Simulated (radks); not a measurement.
Values are calculated unless marked as measured or tabulated.
All-electron atom: Sb in [Kr] 4d7 5s2 5p6 (not the ground configuration). Level of theory: scalar-relativistic Kohn-Sham, PBE, spin-polarised, spherical densities, point nucleus; open shells are filled with parallel spins first (spin-orbit coupling, left out, can overturn this in heavy ions) (a radial shooting solver on a logarithmic mesh with Libxc functionals). Some entries of the table are withheld. Estimate them.

orbital  occ.  eigenvalue (eV)  <r> (bohr)
1s up       1        -30331.10     0.02842
1s down     1        -30331.08     0.02842
2s up       1        -4639.002      0.1226
2s down     1        -4638.027      0.1226
2p up       3        -4167.160      0.1071
2p down     3        -4166.409      0.1071
3s up       1        -929.9021      0.3304
3s down     1        -929.4352      0.3303
3p up       3        -776.2082      0.3286
3p down     3        -775.6709      0.3285
3d up       5        -542.0952      0.3051
3d down     5        -541.2484      0.3051
4s up       1        -171.6711      0.7790
4s down     1        -168.4099      0.7788
4p up       3        -123.6404      0.8320
4p down     3        -120.3716      0.8327
4d up       5         -52.7920      0.9594
4d down     2         -49.7034      0.9662
5s up       1         -18.5428         (1)
5s down     1         -17.8658         (2)
5p up       3          -8.1250       2.411
5p down     3          -7.7983       2.455

Answer. 
(1) 5s up <r> (bohr): 1.967
(2) 5s down <r> (bohr): 1.999
